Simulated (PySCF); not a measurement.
C2H6CdClN, singlet, at a GFN2-xTB geometry (such geometries of metal compounds can be far from the true shape) (core potentials on Cd); PySCF with DF-HF/def2-TZVP.

Here is a job for PySCF.
```python
from pyscf import gto, scf

mol = gto.Mole()
mol.atom = '''
    Cd   -0.354640    0.464526   -0.543175
    Cl    1.904642    0.806681   -0.030831
    N    -1.040704   -1.156126    0.655613
    C    -0.801356   -0.754374    2.025528
    C    -0.184869   -2.275040    0.322540
    H    -1.037260   -1.596764    2.684634
    H     0.252605   -0.470738    2.220046
    H    -1.461474    0.080746    2.284502
    H     0.893965   -2.052758    0.448347
    H    -0.423663   -3.110299    0.989631
    H    -0.378062   -2.591665   -0.708321
'''
mol.basis = 'def2-tzvp'
mol.ecp = {'Cd': 'def2-tzvp'}
mol.charge = 0
mol.spin = 0
mol.verbose = 4
mol.max_memory = 1800
mol.build()

mf = scf.RHF(mol)
mf = mf.density_fit(auxbasis='def2-universal-jkfit')
mf.kernel()
```

Output, abridged:

```
PySCF version 2.14.0

[INPUT] verbose = 4
[INPUT] num. atoms = 11
[INPUT] num. electrons = 62
[INPUT] charge = 0
[INPUT] spin (= nelec alpha-beta = 2S) = 0
[INPUT] symmetry False subgroup None
[INPUT] Mole.unit = angstrom
[INPUT] Symbol           X                Y                Z      unit          X                Y                Z       unit  Magmom
[INPUT]  1 Cd    -0.354640000000   0.464526000000  -0.543175000000 AA   -0.670172472816   0.877826917740  -1.026451987711 Bohr   0.0
[INPUT]  2 Cl     1.904642000000   0.806681000000  -0.030831000000 AA    3.599251745344   1.524406159890  -0.058262146146 Bohr   0.0
[INPUT]  3 N     -1.040704000000  -1.156126000000   0.655613000000 AA   -1.966645536739  -2.184761505489   1.238929013704 Bohr   0.0
[INPUT]  4 C     -0.801356000000  -0.754374000000   2.025528000000 AA   -1.514343368277  -1.425560255493   3.827693177638 Bohr   0.0
[INPUT]  5 C     -0.184869000000  -2.275040000000   0.322540000000 AA   -0.349351778922  -4.299202522430   0.609512264217 Bohr   0.0
[INPUT]  6 H     -1.037260000000  -1.596764000000   2.684634000000 AA   -1.960137319966  -3.017446645565   5.073223004696 Bohr   0.0
[INPUT]  7 H      0.252605000000  -0.470738000000   2.220046000000 AA    0.477354267696  -0.889565896426   4.195278923936 Bohr   0.0
[INPUT]  8 H     -1.461474000000   0.080746000000   2.284502000000 AA   -2.761785598173   0.152587825654   4.317083111021 Bohr   0.0
[INPUT]  9 H      0.893965000000  -2.052758000000   0.448347000000 AA    1.689349014947  -3.879150420010   0.847253038770 Bohr   0.0
[INPUT] 10 H     -0.423663000000  -3.110299000000   0.989631000000 AA   -0.800607039112  -5.877613275509   1.870131554379 Bohr   0.0
[INPUT] 11 H     -0.378062000000  -2.591665000000  -0.708321000000 AA   -0.714433638105  -4.897537056621  -1.338532698278 Bohr   0.0

nuclear repulsion = 312.276824605926
number of shells = 84
number of NR pGTOs = 314
number of NR cGTOs = 206
basis = def2-tzvp
ecp = {'Cd': 'def2-tzvp'}

******** <class 'pyscf.df.df_jk.DFRHF'> ********
method = DFRHF
initial guess = minao
damping factor = 0
level_shift factor = 0
DIIS = <class 'pyscf.scf.diis.CDIIS'>
diis_start_cycle = 1
diis_space = 8
diis_damp = 0
SCF conv_tol = 1e-09
SCF conv_tol_grad = None
SCF max_cycles = 50
direct_scf = False
Set gradient conv threshold to 3.16228e-05
Initial guess from minao.
******** <class 'pyscf.df.df.DF'> ********
auxbasis = def2-universal-jkfit
init E= -747.681447333474
  HOMO = -0.589680797781617  LUMO = -0.514711982704535  gap/eV = 2.04001
cycle= 1 E= -758.651073990471  delta_E=  -11  |g|= 2.76  |ddm|= 6.45
  HOMO = 0.0190143650041882  LUMO = 0.028703501232948  gap/eV = 0.26365
cycle= 2 E= -754.861245768509  delta_E= 3.79  |g|= 4.62  |ddm|= 43.3
  HOMO = -0.266864490271416  LUMO = -0.136675344073296  gap/eV = 3.54263
cycle= 3 E= -759.916085455489  delta_E= -5.05  |g|= 0.564  |ddm|=   43
  HOMO = -0.28171982948291  LUMO = -0.0192988688157557  gap/eV = 7.14084
cycle= 4 E= -760.041789185941  delta_E= -0.126  |g|= 0.205  |ddm|= 1.27
  HOMO = -0.273887404567404  LUMO = -0.0182809493274702  gap/eV = 6.95541
cycle= 5 E= -760.057663495466  delta_E= -0.0159  |g|= 0.0802  |ddm|= 0.248
  HOMO = -0.303804081928356  LUMO = -0.0267733789739448  gap/eV = 7.53839
cycle= 6 E= -760.067560948668  delta_E= -0.0099  |g|= 0.0759  |ddm|= 0.276
  HOMO = -0.307028409658322  LUMO = -0.0267214260782796  gap/eV = 7.62754
cycle= 7 E= -760.073014455249  delta_E= -0.00545  |g|= 0.0295  |ddm|= 0.201
  HOMO = -0.314154306657203  LUMO = -0.0283819994149448  gap/eV = 7.77626
cycle= 8 E= -760.074968446666  delta_E= -0.00195  |g|= 0.0116  |ddm|= 0.162
  HOMO = -0.315086062954378  LUMO = -0.0291465680173001  gap/eV = 7.78081
cycle= 9 E= -760.075235393528  delta_E= -0.000267  |g|= 0.00403  |ddm|= 0.0619
  HOMO = -0.315135401063555  LUMO = -0.0292497657480878  gap/eV = 7.77934
cycle= 10 E= -760.075264441457  delta_E= -2.9e-05  |g|= 0.00134  |ddm|= 0.0229
  HOMO = -0.315147387375678  LUMO = -0.0294147737519448  gap/eV = 7.77518
cycle= 11 E= -760.07526621545  delta_E= -1.77e-06  |g|= 0.00041  |ddm|= 0.0054
  HOMO = -0.315088270599956  LUMO = -0.0294578485410405  gap/eV = 7.77240
cycle= 12 E= -760.075266346093  delta_E= -1.31e-07  |g|= 0.000168  |ddm|= 0.00115
  HOMO = -0.315053576401928  LUMO = -0.0294589801279209  gap/eV = 7.77142
cycle= 13 E= -760.075266370171  delta_E= -2.41e-08  |g|= 7.79e-05  |ddm|= 0.000481
  HOMO = -0.315047101208749  LUMO = -0.029464866336995  gap/eV = 7.77109
cycle= 14 E= -760.075266376055  delta_E= -5.88e-09  |g|= 3.28e-05  |ddm|= 0.000321
  HOMO = -0.315042532206456  LUMO = -0.0294683362164094  gap/eV = 7.77087
cycle= 15 E= -760.075266376684  delta_E= -6.29e-10  |g|= 8.79e-06  |ddm|= 6.72e-05
  HOMO = -0.315039933863719  LUMO = -0.0294686098866149  gap/eV = 7.77079
Extra cycle  E= -760.075266376731  delta_E= -4.68e-11  |g|= 4.46e-06  |ddm|= 1.65e-05
converged SCF energy = -760.075266376731
```
